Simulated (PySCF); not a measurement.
Isomers of C7H14Si2, from PBE0-D3(BJ)/def2-SVP geometry optimisation, gas phase (PySCF). One conformer each, no zero-point energy, no frequencies.

Question: Which is lowest in electronic energy at this level?
A. `[CH:1]#[C:2][C@@H:3]([CH2:4][SiH3:5])[CH2:6][SiH2:7][CH:8]=[CH2:9]` with C2–C3–C4–Si5 -53°, C2–C3–C6–Si7 175°, C3–C6–Si7–C8 -165°, C6–Si7–C8–C9 117°: A = 2110, B = 466.4, C = 398.2 MHz, dipole 1.39 D
B. `[SiH3:1][C:2]#[C:3][SiH2:4][CH:5]1[CH2:6][CH2:7][CH2:8][CH2:9]1` with C3–Si4–C5–C6 -60°, Si4–C5–C6–C7 166°, C5–C6–C7–C8 -40°, C6–C7–C8–C9 23°, C7–C8–C9–C5 2°: A = 1696, B = 534.1, C = 459.7 MHz, dipole 1.07 D
C. `[CH3:1][CH2:2][CH2:3][C:4]1=[CH:5][SiH2:6][CH:7]=[CH:8][SiH2:9]1` with C1–C2–C3–C4 61°, C2–C3–C4–C5 -122°: A = 1885, B = 748.7, C = 617.0 MHz, dipole 0.56 D

Answer: C. That is `CCCC1=C[SiH2]C=C[SiH2]1`, 14.1 kcal/mol below the next.

| SMILES | mapped SMILES | E (Eh) | relative (kcal/mol) | relative (kJ/mol) | dipole (D) |
| --- | --- | --- | --- | --- | --- |
| CCCC1=C[SiH2]C=C[SiH2]1 | [CH3:1][CH2:2][CH2:3][C:4]1=[CH:5][SiH2:6][CH:7]=[CH:8][SiH2:9]1 | -853.19154 | 0.0 | 0.0 | 0.56 |
| [SiH3]C#C[SiH2]C1CCCC1 | [SiH3:1][C:2]#[C:3][SiH2:4][CH:5]1[CH2:6][CH2:7][CH2:8][CH2:9]1 | -853.16907 | 14.1 | 59.0 | 1.07 |
| C#C[C@@H](C[SiH3])C[SiH2]C=C | [CH:1]#[C:2][C@@H:3]([CH2:4][SiH3:5])[CH2:6][SiH2:7][CH:8]=[CH2:9] | -853.10953 | 51.5 | 215.3 | 1.39 |

As drawn, the highest has a C≡C bond, which the lowest lacks.
